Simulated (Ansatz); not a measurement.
ClH4NbO4, SMILES `[OH][Nb]([OH])([OH])([OH])[Cl]`, 10 atoms. Total charge 0; spin multiplicity 1. Correlated methods include outer-core shells of Nb, which these sets cover unevenly. Nb takes the def2 core potential. All runs use 4 threads of an Arm Neoverse V2 on a shared host. Correlated methods freeze the cores.

**Question.** How many basis functions does each run have, and how long does it take in Ansatz? RKS PBE0-D4/def2-TZVP relaxation (7 steps); RKS SPW92 (LDA)/def2-TZVPP energy; RKS PBE0-D4/def2-QZVPP energy; RKS r2SCAN0-D4/def2-TZVPP energy; RKS PBE0-D4/def2-SVP energy; direct RPA on PBE orbitals/def2-TZVPP energy; RHF-MP2/def2-QZVPP energy; RKS ωB97M-V/def2-SVP energy; RKS ωB97M-V/def2-QZVPP energy; RKS r2SCANh-D4/def2-TZVPP energy; RKS PBE-D4/def2-TZVPP energy and forces; RHF-CCSD(T)/def2-SVP energy. (Estimate.)

**Answer.** Ansatz gave: Other jobs shared the machine, so times are rough.

```
                                level                   job  functions  wall time  peak host memory (GiB)
                 RKS PBE0-D4/def2-SVP                energy        125      1.4 s                     0.5
           RKS SPW92 (LDA)/def2-TZVPP                energy        278      1.8 s                     0.4
                RKS PBE-D4/def2-TZVPP     energy and forces        278      3.7 s                    0.41
                 RKS ωB97M-V/def2-SVP                energy        125      6.5 s                     0.5
            RKS r2SCAN0-D4/def2-TZVPP                energy        278        8 s                    0.86
            RKS r2SCANh-D4/def2-TZVPP                energy        278        8 s                    0.84
direct RPA on PBE orbitals/def2-TZVPP                energy        278      8.5 s                    0.82
               RKS PBE0-D4/def2-QZVPP                energy        499       10 s                     2.1
               RKS ωB97M-V/def2-QZVPP                energy        499       22 s                     2.5
                 RHF-CCSD(T)/def2-SVP                energy        125       24 s                    0.92
                   RHF-MP2/def2-QZVPP                energy        499       24 s                     3.2
                RKS PBE0-D4/def2-TZVP  relaxation (7 steps)        225       37 s                    0.68
```
